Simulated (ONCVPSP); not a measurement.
# Logarithmic derivatives: phosphorus (P), ONCV

P (Z = 15), optimised norm-conserving Vanderbilt (ONCV), made with ONCVPSP 4.0.1 (PBE, fully relativistic). Core [Ne], reference 3s2 3p2.5 (charge +0.5). Waves: 3s: rc 1.30 bohr, ncon 3, nbas 8, qcut 4.8 1/bohr, local; 3p: rc 1.70 bohr, ncon 4, nbas 7, qcut 4.9 1/bohr, 1 projector; d scattering state at 0.36 Ha: rc 1.30 bohr, ncon 5, nbas 10, qcut 8 1/bohr, 2 projectors, debl 0.8 Ha. Local part: the s channel. Core correction: Teter function, fcfact 5, rcfact 1.55.

Open shells are filled in proportion to 2j + 1.

The phase is arctan(r·R′/R) of the radial function R(r), unwrapped; energies in Ha, scanned from -2 to 5 Ha. A pole is an energy at which the radial function vanishes at the test radius. The pseudo phase is shifted by a multiple of π to meet the all-electron one at the reference energy, and phase errors are pseudo minus all-electron; the curves can meet again beyond the range given. Levels narrower than the energy grid can be missing from the lists of poles.

**Question.** For each channel, where are the poles, and over which energies does the pseudopotential scatter like the atom?

**Answer.**

| channel | radius (bohr) | reference energy (Ha) | poles, all-electron | poles, pseudo | unbroken range about the reference energy with phases within 0.05 rad | phase error 1 Ha above the reference energy (rad) |
| --- | --- | --- | --- | --- | --- | --- |
| s | 1.32 | -0.68 | 4.71 | 3.79 | below 3.6 | -0.011 |
| p3/2 | 1.73 | -0.35 | 1.82 | 1.66 | below 2.4 | -0.008 |
| p1/2 | 1.73 | -0.36 | 1.81 | 1.65 | below 2.5 | -0.007 |
| d5/2 | 1.32 | 0.36 | 4.01 | 4.02 | the whole range | +0.000 |
| d3/2 | 1.32 | 0.36 | 4.01 | 4.02 | the whole range | +0.000 |

Phases in the d5/2 channel:

| E (Ha) | all-electron | pseudo |
| --- | --- | --- |
| -1.98 | 1.015 | 1.015 |
| -1.80 | 0.982 | 0.982 |
| -1.62 | 0.944 | 0.944 |
| -1.44 | 0.900 | 0.900 |
| -1.26 | 0.848 | 0.848 |
| -1.08 | 0.787 | 0.787 |
| -0.90 | 0.715 | 0.715 |
| -0.72 | 0.628 | 0.628 |
| -0.54 | 0.524 | 0.524 |
| -0.36 | 0.400 | 0.400 |
| -0.18 | 0.253 | 0.253 |
| 0.00 | 0.085 | 0.085 |
| 0.18 | -0.099 | -0.099 |
| 0.36 | -0.287 | -0.287 |
| 0.54 | -0.468 | -0.468 |
| 0.72 | -0.632 | -0.631 |
| 0.90 | -0.773 | -0.773 |
| 1.08 | -0.893 | -0.893 |
| 1.26 | -0.993 | -0.993 |
| 1.44 | -1.077 | -1.077 |
| 1.62 | -1.148 | -1.148 |
| 1.80 | -1.208 | -1.208 |
| 1.98 | -1.259 | -1.259 |
| 2.16 | -1.303 | -1.303 |
| 2.34 | -1.342 | -1.342 |
| 2.52 | -1.376 | -1.376 |
| 2.70 | -1.407 | -1.407 |
| 2.88 | -1.435 | -1.435 |
| 3.06 | -1.460 | -1.460 |
| 3.24 | -1.484 | -1.484 |
| 3.42 | -1.506 | -1.506 |
| 3.60 | -1.527 | -1.526 |
| 3.78 | -1.546 | -1.546 |
| 3.96 | -1.565 | -1.565 |
| 4.14 | -1.584 | -1.583 |
| 4.32 | -1.602 | -1.601 |
| 4.50 | -1.620 | -1.618 |
| 4.68 | -1.638 | -1.636 |
| 4.86 | -1.656 | -1.654 |
